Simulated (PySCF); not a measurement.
**Mn(3+): ionisation energy**

Mn(3+) [Ar] 3d4 [3d3/2^4, M_J = 0] → Mn(4+) [Ar] 3d3 [3d3/2^3, M_J = 3/2], as a difference of total energies. Calculation: PySCF 2.14, in x2c-TZVPall-2c (6s7p4d1f, 54 functions); the two-component X2C-1e Hamiltonian. Correlated levels: [Ne] frozen. "Screened" scales the spin-orbit matrix elements by Boettger's factors to mimic the two-electron term; Breit and QED terms are absent.

```csv
method,ionisation energy (eV)
GHF (spin-free),50.226
GMP2 (spin-free),51.070
GHF (screened spin-orbit),50.191
GMP2 (screened spin-orbit),51.036
```

Q: How much does correlation contribute at GMP2 (screened spin-orbit)?

A: 51.036 − (50.191) = 0.845 eV, measured against GHF (screened spin-orbit).

Errors of the correlated levels include the incompleteness of this basis and the frozen core.

The labels give the starting determinants; with spin-orbit coupling the two ends relaxed to ⟨J²⟩ = 3.92, ⟨L²⟩ = 6.00, ⟨S²⟩ = 6.00 and ⟨J²⟩ = 6.64, ⟨L²⟩ = 12.00, ⟨S²⟩ = 3.75.

The determinant of Mn(3+) and of Mn(4+) mixes levels of different J (the jj label is only the starting occupation), so the difference between spin-free and spin-orbit rows is not the physical spin-orbit shift.

For comparison: 51.21 ± 0.12 eV (semi-empirical (NIST evaluation); NIST Atomic Spectra Database, ionization energies).
